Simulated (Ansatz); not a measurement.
`C=C[CH2][SnH2][F]` → `C=[CH][SnH2][F]` + `[CH2]` (triplet) at 298.15 K and 1 bar (formal loss of a carbene).

Calculated with Ansatz (gas phase, PBE0-D4/def2-TZVP geometries, no zero-point term in ΔE). CCSD(T)/CBS is the MP2 limit (def2-TZVPP, def2-QZVPP) plus CCSD(T) − MP2 in def2-TZVPP, frozen cores. This one scheme is used for every species. Triplets are unrestricted, without spin–orbit coupling. def2 core potentials past Kr. For Sn outer-core shells are correlated without core-valence functions, which leaves a few kJ/mol of doubt a bond. Each species was taken in one conformer, which may not be the lowest.

| species | CCSD(T)/CBS energy (Eh) | H − E (kJ/mol) | S (J/(mol·K)) |
| --- | --- | --- | --- |
| `C=C[CH2][SnH2][F]` | -432.18688 | 247.0 | 373.1 |
| `C=[CH][SnH2][F]` | -392.92056 | 169.7 | 338.9 |
| `[CH2]` (triplet) | -39.09499 | 55.4 | 195.3 |

H − E and S are ideal-gas, rigid-rotor, harmonic terms from PBE0-D4/def2-TZVP, for one conformer and one mirror image of each species, with the whole ground term of open shells counted as degenerate. 1 Eh = 2625.50 kJ/mol, R = 8.31446 J/(mol·K).

Question: By hand: ΔE, ΔH, ΔS and ΔG.

Answer: ΔE = (-392.92056) + (-39.09499) − (-432.18688) = 0.17133 Eh = 449.8 kJ/mol. Δ(H − E) = 169.7 + 55.4 − 247.0 = -21.9, so ΔH = 427.9 kJ/mol. ΔS = 338.9 + 195.3 − 373.1 = 161.1 J/(mol·K). ΔG = 427.9 − 298.15 × (161.1)/1000 = 379.9 kJ/mol.

Question: By hand: the equilibrium constant, and the temperature at which ΔG would vanish if ΔH and ΔS stayed fixed.

Answer: log₁₀ K = −ΔG/(RT ln 10) = -66.6. ΔG = 0 at ΔH/ΔS = 2656 K, far beyond where these terms or the molecules hold.

The number of gas molecules changes by +1, which sets the sign of ΔS. A doubt of 5 kJ/mol in ΔE shifts log₁₀ K by 0.9 here. Other conformers and mirror images would add mixing entropy, several J/(mol·K) or more a flexible species. Modes under 60 cm⁻¹, often nearly free rotors, make the harmonic entropy too high. A triplet takes part, so the spin changes. These are equilibria of isolated gas molecules and say nothing of rates. Largest T1 diagnostic: 0.013 (customary marks: 0.02 for closed shells, 0.045 for open ones).
